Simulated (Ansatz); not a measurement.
Ga(Me)(Cl) (CH₃ClGa), SMILES [CH3][Ga][Cl], multiplicity 2.

Coordinates come from a B3LYP-D3(BJ)/def2-TZVP optimisation. The spin state was assumed, not searched. The isomer is the one that the SMILES or the coordinates give; other isomers of the formula were not compared.

Two levels are set side by side: PBE/def2-SVPD (Ansatz, a program for electronic structure) and PBE0/def2-SVPD (Ansatz). Energy differences of separate SCF runs at the same geometry; the states with an electron removed or added have multiplicity 1 and 1. Differences are taken from unrounded values.

```csv
quantity,PBE0
vertical ionisation energy (eV),8.23
vertical electron affinity (eV),1.34
```

Q: What does PBE give, and how far is it from PBE0? (The exact figures need the calculation; the answer reports its results.)

A: 
| quantity | PBE | PBE minus PBE0 |
|---|---|---|
| vertical ionisation energy (eV) | 8.07 | -0.17 |
| vertical electron affinity (eV) | 1.39 | 0.04 |
